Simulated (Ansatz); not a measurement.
Relaxation of ClGaH$_{3}$N (6 atoms, charge 0, multiplicity 1), to a largest force component of 0.03 eV/Å in at most 50 steps.

These are results of RKS PBE0-D4/def2-SVP in Ansatz, not measurements.

```xyz
6
Properties=species:S:1:pos:R:3
Ga 0.152 -0.088 0.276
H 0.550 -0.630 1.669
N 1.984 0.097 -0.004
H 2.537 -0.187 0.796
H 2.556 0.403 -0.783
Cl -1.468 0.405 -1.000
```

Where does it end, and by what steps?

It converged. After 8 steps the energy has fallen by 0.717 eV; H2 moved furthest, 0.69 Å.

```json
{"step": "0", "energy less start (eV)": "0.0000", "largest force component (eV/Å)": "2.212", "accepted": "yes"}
{"step": "1", "energy less start (eV)": "-0.3661", "largest force component (eV/Å)": "1.302", "accepted": "yes"}
{"step": "2", "energy less start (eV)": "-0.5577", "largest force component (eV/Å)": "0.585", "accepted": "yes"}
{"step": "3", "energy less start (eV)": "-0.6440", "largest force component (eV/Å)": "0.487", "accepted": "yes"}
{"step": "4", "energy less start (eV)": "-0.6887", "largest force component (eV/Å)": "0.358", "accepted": "yes"}
{"step": "5", "energy less start (eV)": "-0.7099", "largest force component (eV/Å)": "0.272", "accepted": "yes"}
{"step": "6", "energy less start (eV)": "-0.7164", "largest force component (eV/Å)": "0.046", "accepted": "yes"}
{"step": "7", "energy less start (eV)": "-0.7166", "largest force component (eV/Å)": "0.052", "accepted": "yes"}
{"step": "8", "energy less start (eV)": "-0.7167", "largest force component (eV/Å)": "0.014", "accepted": "yes"}
```

```xyz
6
Properties=species:S:1:pos:R:3
Ga 0.345 -0.157 0.498
H -0.108 -0.721 1.867
N 2.044 0.105 -0.027
H 2.856 -0.100 0.541
H 2.290 0.477 -0.936
Cl -1.117 0.397 -0.987
```

Run time: 10 s on 1 thread of AMD EPYC 9R45 96-Core Processor (Zen 5) (shared host), peak memory 0.17 GiB.
